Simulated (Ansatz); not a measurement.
Consider the ligand exchange at the Si–N bond: `O[SiH](O)N[SiH3]` + `S[SiH2]Cl` → `O[SiH](O)S[SiH2]Cl` + `N[SiH3]`.

Program: Ansatz. Geometries: PBE0-D4/def2-TZVP. ΔE: electronic, gas phase. CCSD(T)/CBS is the MP2 limit (def2-TZVPP, def2-QZVPP) plus CCSD(T) − MP2 in def2-TZVPP, frozen cores. This one scheme is used for every species. One conformer a species, not always the lowest.

| species | SCS-MP2/def2-QZVPP energy (Eh) |
| --- | --- |
| `O[SiH](O)N[SiH3]` | -787.45628 |
| `S[SiH2]Cl` | -1148.40649 |
| `O[SiH](O)S[SiH2]Cl` | -1589.10422 |
| `N[SiH3]` | -346.75344 |

**Question.** Work out ΔE.

**Answer.** ΔE = (-1589.10422) + (-346.75344) − (-787.45628) − (-1148.40649) = 0.00511 Eh = +13.4 kJ/mol. CCSD(T)/CBS gives +11.8 kJ/mol.

Largest T1 diagnostic among the species: 0.011.

The D4 term adds −3.7 kJ/mol with B3LYP and −2.1 kJ/mol with PBE0; it sums over pairs of atoms, weighted by their polarisabilities, and B3LYP, whose exchange is more repulsive, gets the larger term. From PBE to PBE0 (25 % exact exchange), in def2-TZVPP and without D4, ΔE moves by +3.0 kJ/mol. In def2-TZVPP, CCSD(T) changes the Hartree–Fock value by −8.0 kJ/mol (the triples alone add −2.8 kJ/mol) and MP2 by −12.7 kJ/mol.

B3LYP here is the variant with VWN-RPA as its local correlation; programs differ in this.
